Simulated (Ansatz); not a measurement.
Geometry optimisation, UKS PBE/def2-SVP in Ansatz.

Input:

```yaml
crystal:
  periodic: [false, false, false]
  atoms:
    - { symbol: Ta, position_ang: [-0.057349, -0.007224, -0.003697] }
    - { symbol: Cl, position_ang: [2.361515, 0.235374, -0.028668] }
    - { symbol: O, position_ang: [-0.111646, -0.233243, 1.900006] }
    - { symbol: H, position_ang: [-0.43929, -0.897437, 2.530799] }
    - { symbol: O, position_ang: [-0.18929, -0.182511, -1.895155] }
    - { symbol: H, position_ang: [-0.53364, -0.758856, -2.598674] }
    - { symbol: O, position_ang: [-0.984807, 1.65073, 0.058435] }
    - { symbol: H, position_ang: [-1.198323, 2.016334, 0.939123] }
    - { symbol: Cl, position_ang: [-1.28818, -2.061379, 0.014524] }
    - { symbol: H, position_ang: [4.93111, 0.084911, -0.033294] }
magnetization:
  spin_polarized: true
  initial_magnetization: 1
basis:
  gaussian: { orbitals: def2-SVP }
hamiltonian:
  xc: pbe
relax:
  f_tol: 0.03
  max_steps: 50
```

Launched with:

```bash
$ ansatz run input.yaml --threads 4 --pin off --max-ram 5120MiB --backend cpu --events-out ev --progress --plain --runs-dir out
```

**Question.** Where does it end, and by what steps?

**Answer.** It converged. The force dipped under the threshold on the way, but the program's further checks kept it going. After 9 steps the energy has fallen by 0.102 eV; H10 moved furthest, 0.71 Å.

```csv
step,energy less start (eV),largest force component (eV/Å),accepted
0,0.0000,1.272,yes
1,-0.0462,0.791,yes
2,-0.0740,0.099,yes
3,-0.0835,0.170,yes
4,-0.0946,0.114,yes
5,-0.0983,0.091,yes
6,-0.0997,0.142,yes
7,-0.1015,0.069,yes
8,-0.1022,0.029,yes
9,-0.1025,0.016,yes
```

```xyz
10
Properties=species:S:1:pos:R:3
Ta -0.106 0.008 -0.002
Cl 2.207 0.237 -0.023
O -0.234 -0.238 1.899
H -0.573 -0.951 2.467
O -0.306 -0.170 -1.889
H -0.679 -0.810 -2.519
O -1.004 1.689 0.062
H -1.216 2.082 0.931
Cl -1.242 -2.116 -0.004
H 5.644 0.116 -0.039
```

Whether the end is a true minimum wasn't checked by a vibrational analysis.

The run took 33 s on 4 threads of Arm Neoverse V2, on a shared host, peak memory 0.24 GiB.
